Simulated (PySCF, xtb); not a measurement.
C₅H₅F, SMILES FC1C=CC=C1.

GFN2-xTB run with xtb at its own geometry gives an orbital gap of 3.54 eV and a dipole moment of 2.33 D.

Geometry optimised at B3LYP-D3(BJ)/def2-SVP. Other conformers were not sampled.

Problem. What does PBE0/def2-TZVP run with PySCF give? (The exact figures need the calculation; the answer reports its results.)

Solution. gap 5.37 eV (levels -6.73 and -1.36 eV), dipole 1.85 D.
